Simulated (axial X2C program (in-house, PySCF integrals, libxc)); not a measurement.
# NaSn⁺: from the spin-free to the two-component result

Computed with an axial X2C code built on PySCF integrals. Spin-free means the one-electron spin-free X2C Hamiltonian; two-component (2c) means X2C with spin–orbit coupling and atomic mean-field two-electron Coulomb and Gaunt terms, so the difference of the two also holds small scalar two-electron terms. Basis: Sn dyall-cv3z [11s12p9d4f1g], Na dyall-cv3z [9s8p5d2f] (cores contracted in-house); Gaussian nuclei, density fitting, unrestricted open shells. Masses: Sn 119.902 u, Na 22.990 u.

Spin-free state: M_S = 1, Λ = 1 (beyond evenly filled blocks: σα, π+α); fragments Sn + Na+.

```
  level  Re (Å)  ωe (cm⁻¹)  De (eV)  μ (D)
   PBE0   3.337      114.8    0.646   9.40
     HF   3.418      111.2    0.498  10.21
   CCSD   3.411      111.4    0.538    n/a
CCSD(T)   3.412      111.3    0.542    n/a
 PBEsol   3.338      111.5    0.696   9.20
```

Correlated methods: 4 electrons correlated (number of frozen shells: Sn 4 s, 3 p, 2 d; Na 2 s, 1 p), 282 virtual spin orbitals or spinors in MP2, 51 natural virtuals in coupled cluster.

Dipoles are positive if Na is the positive end and refer to the centre of mass.

Two-component determinant lowest at the distance of the search:

Ω = 0 (closed shell); fragments Sn + Na+.

```tsv
level	Re (Å)	ωe (cm⁻¹)	μ (D)
PBE0	3.302	131.8	8.64
HF	3.390	121.3	9.87
CCSD	3.383	117.1	n/a
CCSD(T)	3.388	115.8	n/a
PBEsol	3.304	127.8	8.33
```

Q: From the two tables, how do the constants change at the CCSD(T) level (2c against spin-free)?

A: At the CCSD(T) level Re falls by 0.024 Å and ωe goes up by 4.5 cm⁻¹. The two determinants differ in configuration, so these shifts compare two states and are not the spin–orbit effect on one state.

The state is a single determinant with fixed occupations, the lowest that a limited PBE0 search found. The closed shell is kept restricted, so the energy runs too high when the bond is stretched far. Dissociation energies refer to the lowest single-determinant-based atoms at the same level and basis. De is not given where an atomic determinant may have missed its ground term or J level, or where the truncated virtual space spoils (T). CCSD and (T) use frozen natural virtuals with an MP2 correction for the truncation; (T) itself is uncorrected, so its De runs slightly low. Other states lie close and PBE0, whose exact exchange favours high spin, may order them wrongly; the determinant shown need not be the ground state. The nearest other spin-free determinant of the search, M_S = 0, Λ = 1, lies 0.27 eV up at the distance of the search. The 2c shell is closed although the spin-free state is open, so other pairings can mix in. The functionals have no current-density term, which raises determinants with orbital currents, atoms included. The atomic limit has a lower orbital projection than the molecule and lies lower at mean-field level, so De may be about a tenth of an eV too small. The T1 diagnostic is large, a sign of multireference character. With the outer-core shells frozen, correlated bond lengths of heavy atoms tend to come out a few hundredths of an ångström too long.
